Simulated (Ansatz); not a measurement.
A series at Sn: from `[NH2][SnH]([NH2])[NH2]`, ligands are replaced one by one, each step taking up H₂ and setting free NH₃; n counts the steps. Ansatz, PBE0-D4/def2-TZVP geometries. Each molecule was computed in one conformer, which needn't be the lowest.

| n | molecule | HOMO energy, ωB97M-V/def2-TZVPP (eV) |
| --- | --- | --- |
| 0 | `[NH2][SnH]([NH2])[NH2]` | -9.49 |
| 1 | `[NH2][SnH2][NH2]` | ? |
| 2 | `[NH2][SnH3]` | -9.55 |
| 3 | `[SnH4]` | -11.38 |

Problem. By hand: fit a straight line y = ȳ + b (n − n̄) to the 3 given rows and predict n = 1.

Solution. n̄ = 1.667, ȳ = -10.140; Σ(n − n̄)(y − ȳ) = -2.540, Σ(n − n̄)² = 4.667, so b = -0.544 eV a step. Prediction: -10.140 + (-0.544) × (-0.667) = -9.78 eV.

Problem. By hand: compare with the computed value, -9.44 eV, and give the steps along the whole series.

Solution. The line misses by 0.34 eV (computed minus predicted). Steps: 0.05, -0.11, -1.83 eV.

The steps change sign along the series, so a line is a poor guide. The highest orbital can change its character along such a series. The miss is 17.5 % of the series' range.
